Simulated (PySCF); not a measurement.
# Krypton: a sound run and one with changed settings

Sound run: Kr [Kr], Kr⁺ [Ar] 3d10 4s2 4p5. All numbers are calculated (PySCF 2.14, scalar relativity by spin-free X2C-1e, in cc-pVDZ-DK (5s4p2d, 27 functions)). In the sound run the correlated levels freeze [Ar] 3d10. The sound run starts from symmetry-adapted Hartree-Fock orbitals and uses a fine grid where one is needed.

Changed run: basis STO-3G, all-electron and non-relativistic. This setting is unsound on purpose.

```tsv
species	method	sound run (hartree)	changed run (hartree)	converged
Kr	UHF	-2788.05276	-2722.70600	yes
Kr	LDA	-2786.01850	-2720.14499	yes
Kr	TPSS	-2789.80330	-2723.96120	yes
Kr	MP2	-2788.17040	-2722.70600	yes
Kr⁺	UHF	-2787.56926	-2722.30230	yes
Kr⁺	LDA	-2785.49217	-2719.70168	yes
Kr⁺	TPSS	-2789.28562	-2723.52174	yes
Kr⁺	MP2	-2787.66295	-2722.30230	yes
```

Ionisation energy of Kr:

```json
{"method": "UHF", "sound run (eV)": "13.157", "changed run (eV)": "10.985"}
{"method": "LDA", "sound run (eV)": "14.322", "changed run (eV)": "12.063"}
{"method": "TPSS", "sound run (eV)": "14.087", "changed run (eV)": "11.958"}
{"method": "MP2", "sound run (eV)": "13.808", "changed run (eV)": "10.985"}
{"method": "SCS-MP2", "sound run (eV)": "13.731", "changed run (eV)": "10.985"}
```

A minimal basis cannot let orbitals breathe on ionisation and holds almost no correlation. The Hamiltonian changed with the basis, so the totals do not compare.

For comparison, NIST gives 14.000 eV between the lowest levels.
